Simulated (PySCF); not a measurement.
Dipole response of Cu²⁺ (copper, charge +2)

[Ar] 3d9, 2D determinant. Computed with PySCF 2.14 in aug-cc-pVTZ-PP with ECP10MDF (6s6p5d3f2g, 88 functions), with scalar relativity through the core potential. Coupled (time-dependent) response in atomic units; α is the mean over directions.

```csv
method,mean α (bohr³),"α xx, yy, zz",C₆ (like pair),S(−4)
HSE06,2.795,"2.682, 2.682, 3.021",7.486,3.963
r2SCANh,2.863,"2.740, 2.740, 3.111",7.746,4.173
```

S(−4) is the Cauchy moment in α(ω) = α(0) + S(−4) ω² + …

α(iu) at HSE06:

```json
{"u (hartree)": "0", "α(iu) (bohr³)": "2.795"}
{"u (hartree)": "0.0500", "α(iu) (bohr³)": "2.785"}
{"u (hartree)": "0.100", "α(iu) (bohr³)": "2.756"}
{"u (hartree)": "0.200", "α(iu) (bohr³)": "2.651"}
{"u (hartree)": "0.300", "α(iu) (bohr³)": "2.505"}
{"u (hartree)": "0.500", "α(iu) (bohr³)": "2.185"}
{"u (hartree)": "0.750", "α(iu) (bohr³)": "1.841"}
{"u (hartree)": "1.00", "α(iu) (bohr³)": "1.577"}
{"u (hartree)": "1.50", "α(iu) (bohr³)": "1.201"}
{"u (hartree)": "2.00", "α(iu) (bohr³)": "0.9447"}
{"u (hartree)": "3.00", "α(iu) (bohr³)": "0.6261"}
{"u (hartree)": "5.00", "α(iu) (bohr³)": "0.3337"}
```

For an ion, C₆ is the dispersion term alone; charge-induced terms of lower order in 1/R come first.

The components differ because the open shell of this determinant is not spherical; for a pure term their mean is the scalar polarisability.

Energies and moments cover only the electrons outside the core potential.
